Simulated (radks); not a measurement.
The numbers below are computed, except where a source is named.
Q: Coherent X-ray form factor from a spherical all-electron density. Level of theory: scalar-relativistic Kohn-Sham, XLYP, spin-polarised, spherical densities, point nucleus (a radial shooting solver on a logarithmic mesh with Libxc functionals).

sin(theta)/lambda (1/angstrom),f0 (electrons)
0.05,65.402
0.1,63.695
0.15,61.115
0.2,57.974
0.25,54.575
0.3,51.164
0.4,44.865
0.5,39.549
0.6,35.109
0.8,28.114
1,23.046
1.25,18.879
1.5,16.288
2,12.796

The species is in the configuration that NIST lists as its ground one. Which atom or ion scatters so?

A: The thulium ion Tm3+, [Xe] 4f12. Extrapolating in s^2 from the first two rows gives f0(0) = 66.0, near the electron count 66; among species with that count, the fall with angle is slower the higher Z, and the table is that of Z = 69; from so few rows the species is fixed only to a neighbour or two.
